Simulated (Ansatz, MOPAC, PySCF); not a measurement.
Dimer: N2 (SMILES N#N) (first 2 atoms) with HI (SMILES I); geometry from B3LYP-D3(BJ)/def2-TZVP, rigid monomers moved along the line of their centres of mass till N2···H4 is 3.00 Å.
(charge 0, multiplicity 1):
```xyz
4

N      0.1017     0.1100    -1.0051
N      0.2101     0.1195     0.0801
I      0.5346     0.1628     4.6791
H      0.4502     0.1466     3.0662
```

Counterpoise-corrected where a basis set is named; no monomer relaxation.

Cores are frozen in the correlated methods. Filled d and f shells under p-block atoms count as core. CBS(a, b) extrapolates the correlation energy as X⁻³ and adds the Hartree–Fock energy of set b. The state reached by PM6 isn't checked.

Run with Ansatz (a quantum-chemistry and plane-wave program) with Gaussian orbitals; MOPAC for PM6 (differences of heats of formation); PySCF for the dispersion terms.  In def2 rows elements past Kr take small-core potentials, without spin–orbit coupling.

```
level                                  interaction energy (meV)
-------------------------------------  ------------------------
PM6                                                       -35.0
HF/def2-QZVPPD                                             -6.1
PBE-D3(BJ)/def2-TZVPPD                                    -36.0
B3LYP-D4/def2-TZVPPD                                      -26.3
PBE0/def2-TZVPPD                                          -20.1
MP2/def2-QZVPPD                                           -33.3
CCSD/def2-SVPD                                            -25.8
CCSD(T)/def2-QZVPPD                                         ___
CCSD(T)/CBS(def2-TZVPPD, def2-QZVPPD)                       ___
```

Some entries are withheld; supply them.


- CCSD(T)/def2-QZVPPD, interaction energy (meV): -28.3
- CCSD(T)/CBS(def2-TZVPPD, def2-QZVPPD), interaction energy (meV): -29.3
